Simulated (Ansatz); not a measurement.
**Worked example: C4H9Cl + GeH2(CH3)(SH) → C4H10S + GeH2(CH3)Cl**

Gas-phase species: C4H9Cl (1-chloro-2-methylpropane) `CC(C)CCl`, singlet; GeH2(CH3)(SH), singlet; C4H10S (isobutyl mercaptan) `CC(C)CS`, singlet; GeH2(CH3)Cl, singlet. The partners trade Cl for SH: C–Cl and Ge–SH bonds give way to C–SH and Ge–Cl.

Shapes, held fixed at every level: PBE0-D4/def2-TZVP. Flexible molecules stand in one conformer, not always the lowest. Programs: Ansatz 0.2.0. Electronic energies: no zero-point or thermal term.

At CCSD(T)/def2-TZVPP; 1 Eh = 2625.50 kJ/mol:

| species | energy (Eh) |
| --- | --- |
| C4H9Cl | -617.287521 |
| GeH2(CH3)(SH) | -2515.006755 |
| C4H10S | -555.888972 |
| GeH2(CH3)Cl | -2576.418441 |

**Question.** Work out ΔE of the reaction at this level.

**Answer.** 
1. Products less reactants: (-555.888972) + (-2576.418441) − [(-617.287521) + (-2515.006755)] = -0.013137 Eh = -34.5 kJ/mol.

Other levels give -36.0 (wB97X-V/def2-TZVPP) to -30.9 kJ/mol (PBE-D4/def2-TZVPP). No measured value is set beside it here. Relativity is left out for Ge. Outer-core shells of Ge are correlated, in sets that cover them unevenly.
